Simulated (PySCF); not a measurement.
## How methods differ on the ionisation energy of Ir(36+)

Ir(36+) [Kr] 4d5 [4d3/2^4 4d5/2^1, M_J = 5/2] → Ir(37+) [Kr] 4d4 [4d3/2^4, M_J = 0], as a difference of total energies. All numbers are calculated (PySCF 2.14, the two-component X2C-1e Hamiltonian, in an even-tempered Gaussian basis (17 s from 3.9 bohr⁻², ratio 2.8; 14 p from 5.1 bohr⁻², ratio 2.8; 9 d from 5.1 bohr⁻², ratio 2.8; 3 f from 21 bohr⁻², ratio 3)). Correlated levels: [Ar] 3d10 frozen; the 92 highest virtual spinors dropped. "Screened" scales the spin-orbit matrix elements by Boettger's factors to mimic the two-electron term; Breit and QED terms are absent.

| method | ionisation energy (eV) |
| --- | --- |
| GHF (spin-free) | 1621.0 |
| GMP2 (spin-free) | 1620.9 |
| GHF (screened spin-orbit) | 1602.6 |
| GMP2 (screened spin-orbit) | 1602.4 |

Breit and QED terms and the two-electron picture change are absent.

The spin-free rows relax to the high-spin LS determinant and lack the spin-orbit shift.

The labels give the starting determinants; with spin-orbit coupling the two ends relaxed to ⟨J²⟩ = 8.75, ⟨L²⟩ = 5.62, ⟨S²⟩ = 3.16 and ⟨J²⟩ = 0.00, ⟨L²⟩ = 2.50, ⟨S²⟩ = 2.50.

For comparison: 1603 ± 5 eV (theoretical estimate listed by NIST; NIST Atomic Spectra Database, ionization energies).
